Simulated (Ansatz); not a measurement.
Geometry optimisation, DFT PBE, scalar-relativistic, plane waves, PAW in Ansatz.

Input file:

```yaml
crystal:
  lattice:
    - [7.3, 0.0, 0.0]
    - [3.65, 6.321985, 0.0]
    - [0.0, 0.0, 21.601225]
  atoms:
    - { symbol: "Y", position: [-0.16666668, 0.33333336, 0.04629367] }
    - { symbol: "Y", position: [0.33333332, 0.33333336, 0.04629367] }
    - { symbol: "Y", position: [-0.1666667, 0.83333339, 0.04629367] }
    - { symbol: "Y", position: [0.3333333, 0.83333339, 0.04629367] }
    - { symbol: "Y", position: [0.0, 0.0, 0.1790211] }
    - { symbol: "Y", position: [0.5, 0.0, 0.1790211] }
    - { symbol: "Y", position: [-2.0e-08, 0.50000004, 0.1790211] }
    - { symbol: "Y", position: [0.49999998, 0.50000004, 0.1790211] }
    - { symbol: "Y", position: [-0.16666668, 0.33333336, 0.31174852] }
    - { symbol: "Y", position: [0.33333332, 0.33333336, 0.31174852] }
    - { symbol: "Y", position: [-0.1666667, 0.83333339, 0.31174852] }
    - { symbol: "Y", position: [0.3333333, 0.83333339, 0.31174852] }
    - { symbol: "Y", position: [0.0, 0.0, 0.44447595] }
    - { symbol: "Y", position: [0.5, 0.0, 0.44447595] }
    - { symbol: "Y", position: [-2.0e-08, 0.50000004, 0.44447595] }
    - { symbol: "Y", position: [0.49999998, 0.50000004, 0.44447595] }
    - { symbol: C, position: [0.8333333, 0.83333339, 0.524564] }
    - { symbol: H, position: [1.24999997, 0.75000005, 0.50650947] }
    - { symbol: O, position: [0.93346048, 0.72816659, 0.57780172] }
basis:
  ecutwfc: 420.0
kpoints:
  mp_grid: { grid: [3, 3, 1] }
hamiltonian:
  xc: pbe
scf:
  occupations: { method: gaussian, width: 0.05 }
  lower_state_search: "off"
relax:
  f_tol: 0.03
  max_steps: 60
  adjacent_minimum: "off"
  constraints: [{ sites: [0, 1, 2, 3] }]
```

Run as:

```bash
$ ansatz run input.yaml --threads 4 --pin off --max-ram 10240MiB --backend cpu --events-out ev --progress --plain --runs-dir out
```

Question: Where does it end, and by what steps?

Answer: The run converged. The force dipped under the threshold on the way, but the program's further checks kept it going. Limits of this set-up: coarse k mesh, slab without dipole correction, odd electron count without spin. After 21 steps the energy has fallen by 3.028 eV; O19 moved furthest, 2.22 Å. Joined: Y13–O19 (3.66 → 2.30 Å), Y14–H18 (3.43 → 2.20 Å), Y16–O19 (4.61 → 2.35 Å).

| step | energy less start (eV) | largest force component (eV/Å) | accepted |
| --- | --- | --- | --- |
| 0 | 0.0000 | 6.398 | yes |
| 1 | -1.1114 | 3.200 | yes |
| 2 | -1.4413 | 0.861 | yes |
| 3 | -1.6970 | 0.493 | yes |
| 4 | -1.9512 | 0.849 | yes |
| 5 | -2.2347 | 0.428 | yes |
| 6 | -2.4941 | 0.389 | yes |
| 7 | -2.6914 | 0.346 | yes |
| 8 | -2.7918 | 0.176 | yes |
| 9 | -2.8490 | 0.328 | yes |
| 10 | -2.8864 | 0.250 | yes |
| 11 | -2.9061 | 0.109 | yes |
| 12 | -2.9138 | 0.163 | yes |
| 13 | -2.9328 | 0.162 | yes |
| 14 | -2.9720 | 0.166 | yes |
| 15 | -3.0118 | 0.112 | yes |
| 16 | -2.9832 | 0.623 | no |
| 17 | -3.0140 | 0.177 | yes |
| 18 | -2.9996 | 0.425 | no |
| 19 | -3.0246 | 0.164 | yes |
| 20 | -3.0284 | 0.019 | yes |
| 21 | -3.0284 | 0.021 | yes |

```xyz
19
Lattice="7.3000 0.0000 0.0000 3.6500 6.3220 0.0000 0.0000 0.0000 21.6012" Properties=species:S:1:pos:R:3
Y 0.000 2.107 1.000
Y 3.650 2.107 1.000
Y 1.825 5.268 1.000
Y 5.475 5.268 1.000
Y -0.001 0.003 3.765
Y 3.656 -0.005 3.773
Y 1.818 3.144 3.803
Y 5.446 3.168 3.774
Y -0.121 2.120 6.649
Y 3.610 2.061 6.707
Y 1.883 5.227 6.650
Y 5.493 5.259 6.608
Y 0.164 0.012 9.559
Y 3.907 -0.171 9.611
Y 1.735 3.070 9.389
Y 5.191 3.373 9.680
C 9.358 5.103 10.357
H 12.966 5.400 10.452
O 10.535 4.340 10.554
```

Whether the end is a true minimum wasn't checked by a vibrational analysis.

The run took 3.9 min on 4 threads of Intel(R) Xeon(R) Platinum 8259CL CPU @ 2.50GHz (Skylake/Cascade Lake), on a shared host, peak memory 2.5 GiB.
